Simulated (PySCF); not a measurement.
C4H15NOSi3.
Bonds: C1–N2, N2–C3, N2–C4, C4–O5 (double), C4–Si6, Si6–C7, C7–Si8, C7–Si9. Hydrogens: H10, H11, H12 on C1; H13, H14, H15 on C3; H16, H17 on Si6; H18 on C7; H19, H20, H21 on Si8; H22, H23, H24 on Si9.

The same species was optimised twice, with GFN2-xTB and with PBE0-D3(BJ)/def2-SVP (PySCF), and the same property calculations (PySCF, gas phase) were run on both structures.

```tsv
coordinate	GFN2-xTB	PBE0-D3(BJ)/def2-SVP	change
C7–Si8 (Å)	1.932	1.901	-0.031
C4–Si6 (Å)	1.919	1.937	+0.018
N2–C4 (Å)	1.342	1.359	+0.017
C7–Si9 (Å)	1.898	1.882	-0.016
Si6–C7 (Å)	1.878	1.865	-0.013
C4=O5 (Å)	1.234	1.227	-0.007
N2–C3 (Å)	1.448	1.443	-0.005
C1–N2 (Å)	1.437	1.437	0.000
N2–C4–O5 (°)	120.2	122.5	+2.3
C1–N2–C3 (°)	114.8	117.1	+2.3
Si6–C7–Si8 (°)	113.3	111.4	-1.9
Si8–C7–Si9 (°)	113.3	111.7	-1.6
Si6–C7–Si9 (°)	111.8	113.3	+1.5
C1–N2–C4 (°)	124.5	123.2	-1.3
C4–Si6–C7 (°)	103.1	104.3	+1.2
N2–C4–Si6 (°)	123.3	122.2	-1.1
C1–N2–C4–O5 (°)	-178	-179	-1
N2–C4–Si6–C7 (°)	171	174	+3
C4–Si6–C7–Si8 (°)	28	53	+25
```

Rotational constants: A = 1845, B = 537.7, C = 429.3 MHz (GFN2-xTB) against A = 1856, B = 510.5, C = 422.8 MHz (PBE0-D3(BJ)/def2-SVP). Point groups within 0.08 Å: C1 and C1.

On the GFN2-xTB structure: HOMO (eV) -7.21 [PBE0/pcSseg-1]; LUMO (eV) -0.30 [PBE0/pcSseg-1]; dipole (D) 5.13 [PBE0/pcSseg-1]; GIAO shielding of C1 (ppm) 148.1 [PBE0/pcSseg-1]; GIAO shielding of N2 (ppm) 126.5 [PBE0/pcSseg-1]; GIAO shielding of C3 (ppm) 153.8 [PBE0/pcSseg-1]; GIAO shielding of C4 (ppm) 0.5 [PBE0/pcSseg-1]; GIAO shielding of O5 (ppm) -135.2 [PBE0/pcSseg-1]; GIAO shielding of Si6 (ppm) 404.3 [PBE0/pcSseg-1]; GIAO shielding of C7 (ppm) 209.8 [PBE0/pcSseg-1]; GIAO shielding of Si8/Si9 (mean) (ppm) 424.1 [PBE0/pcSseg-1].

**Question.** What do these properties become on the PBE0-D3(BJ)/def2-SVP structure?

**Answer.** 
| property | level | on GFN2-xTB | on PBE0-D3(BJ)/def2-SVP | change |
| --- | --- | --- | --- | --- |
| HOMO (eV) | PBE0/pcSseg-1 | -7.21 | -7.18 | +0.03 |
| LUMO (eV) | PBE0/pcSseg-1 | -0.30 | -0.22 | +0.08 |
| dipole (D) | PBE0/pcSseg-1 | 5.13 | 4.12 | -1.01 |
| energy, GFN2-xTB geometry as zero (kcal/mol) | PBE0/pcSseg-1 | 0.0 | -4.1 | -4.1 |
| GIAO shielding of C1 (ppm) | PBE0/pcSseg-1 | 148.1 | 146.7 | -1.4 |
| GIAO shielding of N2 (ppm) | PBE0/pcSseg-1 | 126.5 | 124.9 | -1.6 |
| GIAO shielding of C3 (ppm) | PBE0/pcSseg-1 | 153.8 | 154.2 | +0.4 |
| GIAO shielding of C4 (ppm) | PBE0/pcSseg-1 | 0.5 | 1.6 | +1.1 |
| GIAO shielding of O5 (ppm) | PBE0/pcSseg-1 | -135.2 | -146.9 | -11.7 |
| GIAO shielding of Si6 (ppm) | PBE0/pcSseg-1 | 404.3 | 399.1 | -5.2 |
| GIAO shielding of C7 (ppm) | PBE0/pcSseg-1 | 209.8 | 211.6 | +1.8 |
| GIAO shielding of Si8/Si9 (mean) (ppm) | PBE0/pcSseg-1 | 424.1 | 415.1 | -9.0 |

The heavy atoms differ by 0.277 Å rms after alignment. Among the bonds compared C7–Si8 changes most (-0.031 Å). Changes are differences of the printed values. Neither structure is proved a minimum here.

Shape of the structure used: `[CH3:1][N:2]([CH3:3])[C:4](=[O:5])[SiH2:6][CH:7]([SiH3:8])[SiH3:9]`: C1–N2–C4–O5 -179°, N2–C4–Si6–C7 174°, C4–Si6–C7–Si8 53°.
